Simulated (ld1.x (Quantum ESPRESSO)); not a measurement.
## How hard is this silver RRKJ potential?

* Element: silver
* Generator: ld1.x (Quantum ESPRESSO) 7.5
* Type: norm-conserving RRKJ (Kleinman–Bylander form)
* Functional: PW91
* Relativity: scalar-relativistic
* Frozen core: [Kr]
* Valence charge: 11
* Reference configuration: 4d10 5s0.5 5p0 (charge +0.5)
* Partial waves: 5p (bound, empty): rc 3.50 bohr; 4d (bound): rc 1.20 bohr; 5s (bound): rc 2.20 bohr
* Local potential: the s channel
* Core correction: a·sin(br)/r model core inside 0.60 bohr
* rho0: 0.01

The pseudo-atom Hamiltonian at the reference potential is diagonalised in spherical Bessel functions j_l(qr) that vanish at 20 bohr, with q² up to the cutoff. All-electron valence levels (Ry): 5p -0.2517, 4d -0.8406, 5s -0.5717.

Question: How do the lowest levels (Ry) of each channel move with the cutoff, and are there ghosts?

Answer:

| cutoff (Ry) | p #1 | p #2 | d #1 | d #2 | s #1 | f #1 | f #2 | Σ f·Δε (mRy) |
| --- | --- | --- | --- | --- | --- | --- | --- | --- |
| 8 | -0.2509 | -0.0299 | -0.0487 | 0.0313 | -0.5677 | 0.0398 | 0.1483 | 7922.2 |
| 12 | -0.2517 | -0.0301 | -0.0532 | 0.0276 | -0.5683 | 0.0398 | 0.1483 | 7877.2 |
| 18 | -0.2517 | -0.0301 | -0.0901 | 0.0074 | -0.5710 | 0.0398 | 0.1483 | 7505.9 |
| 30 | -0.2517 | -0.0301 | -0.5109 | -0.0250 | -0.5716 | 0.0398 | 0.1483 | 3298.5 |
| 40 | -0.2517 | -0.0301 | -0.7625 | -0.0284 | -0.5717 | 0.0398 | 0.1483 | 781.7 |
| 50 | -0.2517 | -0.0301 | -0.8256 | -0.0290 | -0.5717 | 0.0398 | 0.1483 | 150.8 |
| 60 | -0.2517 | -0.0301 | -0.8370 | -0.0291 | -0.5717 | 0.0398 | 0.1483 | 36.6 |
| 80 | -0.2517 | -0.0301 | -0.8386 | -0.0291 | -0.5717 | 0.0398 | 0.1483 | 21.4 |
| 110 | -0.2517 | -0.0301 | -0.8401 | -0.0292 | -0.5717 | 0.0398 | 0.1483 | 5.9 |
| 140 | -0.2517 | -0.0301 | -0.8406 | -0.0292 | -0.5717 | 0.0398 | 0.1483 | 1.0 |
| 180 | -0.2517 | -0.0301 | -0.8406 | -0.0292 | -0.5717 | 0.0398 | 0.1483 | 0.6 |
| 400 | -0.2517 | -0.0301 | -0.8407 | -0.0292 | -0.5717 | 0.0398 | 0.1483 | 0.0 |

Result: no extra level below or beside the all-electron valence levels (p, d, s, f tested); 10 mRy is reached at 110 Ry and 1 mRy at 140 Ry.

Its largest configuration-test error is -2047 meV.
